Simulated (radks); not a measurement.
Results of a calculation; reference values are marked as such.
Q: Species: Fe+. Configuration: [Ar] 3d7 (not the ground configuration). Level of theory: non-relativistic Kohn-Sham, PBEsol, spin-unpolarised, spherical densities, point nucleus (a radial shooting solver on a logarithmic mesh with Libxc functionals). Some entries of the table are withheld. Estimate them.

| orbital | occ. | eigenvalue (eV) | <r^2> (bohr^2) | r(max) (bohr) |
|---|---|---|---|---|
| 1s | 2 | -6929.062 | 0.004696 | 0.03898 |
| 2s | 2 | -807.5358 | (1) | 0.2254 |
| 2p | 6 | (2) | 0.06886 | 0.1810 |
| 3s | 2 | (3) | (4) | 0.7100 |
| 3p | 6 | -62.6036 | 0.8976 | 0.7187 |
| 3d | 7 | -11.5379 | (5) | 0.7217 |

A: 
(1) 2s <r^2> (bohr^2): 0.08617
(2) 2p eigenvalue (eV): -697.5137
(3) 3s eigenvalue (eV): -94.6223
(4) 3s <r^2> (bohr^2): 0.7879
(5) 3d <r^2> (bohr^2): 1.991
